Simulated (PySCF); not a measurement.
PySCF input file for BBrFHO, SMILES OB(F)Br, ωB97X-D3(BJ)/def2-SVP. Coordinates come from a ωB97X-D3(BJ)/def2-SVP optimisation. One conformer was computed; it need not be the lowest.

```python
import numpy as np
from pyscf import gto, scf, dft, df
from pyscf.hessian import thermo

mol = gto.M(
    atom='''
    B    -0.01413493    0.93375033   -0.00000000
    F    -1.18998824    1.55846454    0.00000000
    Br    0.01833106   -0.97790816    0.00000000
    O     1.14132263    1.61943207   -0.00000000
    H     1.00840069    2.57639667    0.00000001
    ''',
    basis='def2-SVP',
    charge=0,
    spin=0,
    max_memory=1600,
    verbose=3,
)
mf = dft.RKS(mol, xc='wb97x-d3bj').density_fit(auxbasis='def2-universal-jkfit')
mf.grids.level = 3
mf.conv_tol = 1e-11
mf.max_cycle = 100
mf.kernel()

# [left out here: the lines that compute and print the analytic Hessian (its translational invariance restored by hand, since the grid's response is missing), thermochemistry and intensities]
```

Output:

```
converged SCF energy = -2774.31065604311

WARN: DFTD3 does not support analytical Hessian, using finite difference


WARN: Mole.unit (angstrom) is changed to Bohr

Mode                                 0                   1                   2
Irrep
Freq [cm^-1]                      302.1753            353.0393            502.0190
Reduced mass [au]                  12.3066             10.4901              1.5125
Force const [Dyne/A]                0.6621              0.7703              0.2246
Char temp [K]                     434.7630            507.9450            722.2936
Normal mode                   x     y     z       x     y     z       x     y     z
       0   B                 0.11  0.00 -0.00    0.01  0.02 -0.00    0.00 -0.00  0.18
       1   F                 0.05 -0.14  0.00    0.05  0.12  0.00    0.00 -0.00 -0.03
       2  Br                -0.03  0.00  0.00    0.00 -0.06 -0.00   -0.00  0.00 -0.01
       3   O                 0.04  0.14 -0.00   -0.05  0.13  0.00   -0.00 -0.00  0.01
       4   H                -0.10  0.12  0.00   -0.20  0.11 -0.00   -0.00  0.00 -0.79
Mode                                 3                   4                   5
Irrep
Freq [cm^-1]                      615.8853            621.4455            996.7013
Reduced mass [au]                   4.2442              2.8520              1.6492
Force const [Dyne/A]                0.9485              0.6489              0.9653
Char temp [K]                     886.1218            894.1217           1434.0312
Normal mode                   x     y     z       x     y     z       x     y     z
       0   B                 0.00  0.15  0.00    0.00  0.00 -0.22    0.03 -0.04  0.00
       1   F                -0.12  0.01 -0.00   -0.00  0.00  0.05   -0.08  0.03 -0.00
       2  Br                -0.00 -0.03 -0.00   -0.00 -0.00  0.00    0.00  0.00 -0.00
       3   O                 0.11  0.04 -0.00    0.00  0.00  0.09    0.12 -0.01 -0.00
       4   H                 0.42  0.08  0.00    0.00  0.00 -0.54   -0.76 -0.10  0.00
Mode                                 6                   7                   8
Irrep
Freq [cm^-1]                     1267.8072           1475.9966           3887.4197
Reduced mass [au]                   4.4948             11.5880              1.0655
Force const [Dyne/A]                4.2567             14.8741              9.4867
Char temp [K]                    1824.0922           2123.6304           5593.1314
Normal mode                   x     y     z       x     y     z       x     y     z
       0   B                -0.05  0.24  0.00   -0.25 -0.05 -0.00   -0.00  0.00  0.00
       1   F                 0.07 -0.05 -0.00    0.06 -0.03  0.00   -0.00 -0.00 -0.00
       2  Br                 0.00 -0.01 -0.00    0.00  0.00 -0.00    0.00 -0.00  0.00
       3   O                -0.02 -0.06 -0.00    0.10  0.06  0.00   -0.01  0.06  0.00
       4   H                -0.38 -0.10  0.00    0.02  0.05 -0.00    0.11 -0.96 -0.00
temperature 298.1500 [K]
pressure 101325.00 [Pa]
Rotational constants [GHz] 10.40053 2.80725 2.21058
Symmetry number 1
Zero-point energy (ZPE) 0.02283 [Eh]   59947.798 [J/mol]
                           tot       elec      trans        rot        vib
Entropy [J/mol/K]       295.489      0.000    169.133    108.838     17.518
Cv [J/mol/K]             54.633      0.000     12.472     12.472     29.689
Cp [J/mol/K]             62.947      0.000     20.786     12.472     29.689
Internal energy [J/mol]                      3718.434   3718.434  63501.257
Internal energy [Eh]   -2774.28364  -2774.31066
Enthalpy [J/mol]                             6197.391   3718.434  63501.257
Enthalpy [Eh]          -2774.28269
Gibbs free energy [J/mol]                  -44229.743 -28731.517  58278.265
Gibbs free energy [Eh] -2774.31625
static polarisability / bohr^3: [[24.495  1.43   0.   ]
 [ 1.431 38.816  0.   ]
 [ 0.    -0.    19.592]]
largest difference of analytic and finite-field dipole derivatives / e: 0.0005776144353608625
mode   freq/cm-1   IR/(km/mol)   Raman/(A^4/amu)   depolarisation
   1      302.18         0.237             0.932            0.723
   2      353.04         6.644             1.742            0.454
   3      502.02        36.174             0.427            0.750
   4      615.89        88.763             4.812            0.111
   5      621.45       140.604             2.392            0.750
   6      996.70       130.563             2.390            0.428
   7     1267.81       406.342             1.107            0.746
   8     1476.00       379.991             0.730            0.030
   9     3887.42       131.924           109.706            0.294
max |gradient| / (hartree/bohr): 0.00017020523512028065
APT charges: [ 1.4751 -0.6224 -0.3672 -0.8284  0.3429]
```

The run converged.
